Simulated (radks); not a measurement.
Results of a calculation; reference values are marked as such.
Cu V, configuration [Ar] 3d7 (the NIST ground configuration). Level of theory: scalar-relativistic Kohn-Sham, OLYP, spin-polarised, spherical densities, finite nucleus; open shells are filled with parallel spins first; Fermi nuclear charge, rms radius 3.8823 fm (a radial shooting solver on a logarithmic mesh with Libxc functionals). Some entries of the table are withheld. Estimate them.

orbital  occ.  eigenvalue (hartree)  <r^2> (bohr^2)  <1/r> (bohr^-1)
1s down     1             -327.8337        0.003658            29.15
1s up       1             -327.8337        0.003658            29.15
2s up       1             -41.78756         0.06531            6.325
2s down     1             -41.70276         0.06509            6.336
2p up       3             -36.42991         0.05234            6.206
2p down     3             -36.36768         0.05212            6.215
3s up       1              -6.84007          0.5597            2.037
3s down     1              -6.68380          0.5636            2.027
3p up       3                   (1)          0.6125            1.900
3p down     3                   (2)          0.6198            1.888
3d up       5              -2.68623          0.7859              (3)
3d down     2              -2.53001          0.8289              (4)
4s up       0              -1.79942           4.189              (5)
4s down     0              -1.77264           4.301              (6)
4p up       0              -1.44990           5.270           0.6029
4p down     0              -1.43128           5.381           0.5925

Answer. 
(1) 3p up eigenvalue (hartree): -5.25196
(2) 3p down eigenvalue (hartree): -5.09609
(3) 3d up <1/r> (bohr^-1): 1.610
(4) 3d down <1/r> (bohr^-1): 1.584
(5) 4s up <1/r> (bohr^-1): 0.6855
(6) 4s down <1/r> (bohr^-1): 0.6704
